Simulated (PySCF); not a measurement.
# From computed data to an observable: oscillator strength and radiative lifetime

B(H)(OH)(OMe) (CH5BO2), SMILES OBOC.

Geometry: PBE0-D3(BJ)/def2-SVP. One conformer was computed; it need not be the lowest.

TDDFT-LC-ωPBE/def2-SVPD (PySCF) puts the first singlet state with f over 0.02 at 8.60 eV (vertical), with the transition dipole (-0.256, 0.274, -0.126) in atomic units.

Find the oscillator strength, the wavelength and the radiative lifetime that this transition would have in vacuum if emission retraced absorption.


|μ|² = 0.1565 au, so |μ| = 1.01 D. ΔE = 8.60/27.211 = 0.3160 hartree. f = (2/3) ΔE |μ|² = 0.033 (the program prints 0.033).
λ = 1239.84/8.60 = 144 nm; ν = 69364 cm⁻¹.
Einstein's coefficient A = 0.6670 ν² f s⁻¹ (ν in cm⁻¹) = 1.1e8 s⁻¹, so τ = 1/A = 9.5 ns. This state is S1. The figure is the radiative limit of this one transition; relaxation, internal conversion, crossing to triplets and a medium change what is measured.
